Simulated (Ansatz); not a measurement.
```yaml
crystal:
  periodic: [false, false, false]
  atoms:
    - {symbol: F, position_ang: [-0.031353, -0.065298, 1.866791]}
    - {symbol: F, position_ang: [-0.033210, -0.169495, -1.849440]}
    - {symbol: O, position_ang: [2.281662, -0.012774, -0.014722]}
    - {symbol: O, position_ang: [-2.221335, 0.049644, 0.176496]}
    - {symbol: O, position_ang: [-0.093044, 2.228593, -0.173616]}
    - {symbol: O, position_ang: [-0.078868, -2.384309, 0.144511]}
    - {symbol: Ti, position_ang: [-0.055349, 0.010008, 0.010183]}
    - {symbol: H, position_ang: [2.624748, -0.423257, -0.784239]}
    - {symbol: H, position_ang: [2.946625, -0.109418, 0.810865]}
    - {symbol: H, position_ang: [-2.871515, 0.422390, -0.781069]}
    - {symbol: H, position_ang: [-2.814420, 0.323555, 0.844138]}
    - {symbol: H, position_ang: [0.798801, 2.664778, -0.966566]}
    - {symbol: H, position_ang: [0.294910, 2.962795, 0.593947]}
    - {symbol: H, position_ang: [-0.469689, -2.657063, -0.759889]}
    - {symbol: H, position_ang: [-0.362115, -2.725212, 0.945678]}
basis:
  gaussian: {orbitals: cc-pVDZ}
total_charge: 1
magnetization: {spin_polarized: true, initial_magnetization: 3}
hamiltonian: {xc: {name: PBEsol}, dispersion: d3bj}
accuracy: high
scf: {omitted_lower_state_checks: [starts]}
output: {forces: true}
```

```sh
$ ansatz run in.yaml --threads 4 --pin off --events-out ev --progress --plain --max-ram 4787MiB
```

Shortened log:

```
Functional definition: PBEsol
3995 factors; integrals over basis functions are off by at most 4.6e-9 eV
mean field evaluation 1: about -36738.9178 eV, gradient 8.9e1 eV
mean field evaluation 2: about -36335.4378 eV, gradient 2.8e2 eV
mean field evaluation 4: about -36750.7279 eV, gradient 6.8e1 eV
mean field evaluation 8: about -36766.2440 eV, gradient 2.7e1 eV
mean field evaluation 16: about -36771.7064 eV, gradient 2.6e-1 eV
mean field evaluation 32: about -36771.7350 eV, gradient 7.1e-4 eV
mean field -36771.73504932 eV, -1351.3363382851 hartree, gradient 2.5e-8 eV, S^2 3.754016; 0 other end points of the search recorded, 0 dependent functions left out
reference -36771.73505723 eV, -1351.3363385759 hartree; 41, 38 occupied and 126, 129 virtual orbitals, 3995 factors
Total energy: -36771.85996278 eV, -1351.3409287702 hartree
Atom 0 at    -0.031353    -0.065298     1.866791 Å, force     0.046448    -0.072110     0.471697 eV/Å
Atom 1 at    -0.033210    -0.169495    -1.849440 Å, force    -0.014863     0.027671     0.312237 eV/Å
Atom 2 at     2.281662    -0.012774    -0.014722 Å, force    -0.256171     1.102186     4.236339 eV/Å
Atom 3 at    -2.221335     0.049644     0.176496 Å, force    -1.165861     0.684030    -6.168601 eV/Å
Atom 4 at    -0.093044     2.228593    -0.173616 Å, force     2.645481     2.387882     1.616163 eV/Å
Atom 5 at    -0.078868    -2.384309     0.144511 Å, force     1.840832     2.779780    -5.024627 eV/Å
Atom 6 at    -0.055349     0.010008     0.010183 Å, force     0.205842    -0.266654    -0.301311 eV/Å
Atom 7 at     2.624748    -0.423257    -0.784239 Å, force     1.355496    -1.136879    -1.824178 eV/Å
Atom 8 at     2.946625    -0.109418     0.810865 Å, force    -1.772718     0.073416    -2.526528 eV/Å
Atom 9 at    -2.871515     0.422390    -0.781069 Å, force     2.750187    -1.501698     3.592852 eV/Å
Atom 10 at    -2.814420     0.323555     0.844138 Å, force    -1.417394     0.783021     2.327031 eV/Å
Atom 11 at     0.798801     2.664778    -0.966566 Å, force    -0.988814    -0.350717     0.244977 eV/Å
Atom 12 at     0.294910     2.962795     0.593947 Å, force    -1.439603    -2.318893    -1.946947 eV/Å
Atom 13 at    -0.469689    -2.657063    -0.759889 Å, force     0.114023    -0.179079     2.144042 eV/Å
Atom 14 at    -0.362115    -2.725212     0.945678 Å, force    -1.902885    -2.011954     2.846855 eV/Å
Dipole moment:    -0.098119    -0.175136     0.180222 e Å
Checks for a lower state left out: starts
```

Hardware: 4 threads of Intel Xeon 6975P-C on a shared host. Wall time 20 s, peak host memory 1 GiB.

The dipole of an ion depends on the origin.
